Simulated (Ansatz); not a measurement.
Basis-set extrapolation for AlFH₂OS, SMILES `[OH][Al]([F])[SH]` (PBE0-D4/def2-TZVP geometry, frozen core, Ansatz 0.2.0). Multiplicity 1, RHF reference.

|  | def2-TZVPP | def2-QZVPP |
| --- | --- | --- |
| HF | -815.210732 | -815.238142 |
| MP2 correlation | -0.741860 | -0.808862 |
| CCSD(T) correlation | -0.789805 | not run |

Energies in hartree. Use E(X) = E(∞) + A·exp(−7.88·√X) for Hartree–Fock and E(X) = E(∞) + B·X^(−2.97) for correlation, with X = 3 and 4, and add CCSD(T) minus MP2 of the smaller set to the MP2 limit.

Q: What is the CCSD(T) energy at the basis-set limit?

A: HF limit: -815.238142 + (-0.027410) × 0.13774 = -815.24192. MP2 limit: -0.808862 + (-0.067002) × 0.74074 = -0.85849. Higher-order term: -0.789805 − (-0.741860) = -0.04795. Total: -816.14836 hartree, 388.1 kJ/mol below CCSD(T)/def2-TZVPP.
